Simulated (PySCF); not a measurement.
These are PBE-D3(BJ)/def2-TZVP // r2SCAN-D4/def2-SVP in PySCF 2.14.0 values and carry that method's errors. Isolated molecules, 0 K electronic values unless said otherwise. One relaxed conformer stands for a flexible species; it need not be the lowest. 

Reference species (SMILES): `N[Si](N)(N)N` (neutral, multiplicity 1).

```
Quantity     Value
--------  --------
HOMO      -5.29 eV
LUMO      -0.03 eV
```

Changed species: `O([Si](OC)(OC)N)C` (3 of 4 NH2 replaced by OCH3; the reference has 0 of 4 NH2 replaced by OCH3).

**Question.** Predict the effect on the HOMO and LUMO.

**Answer.** the HOMO falls by 0.69 eV, to -5.98 eV; the LUMO stays essentially unchanged.
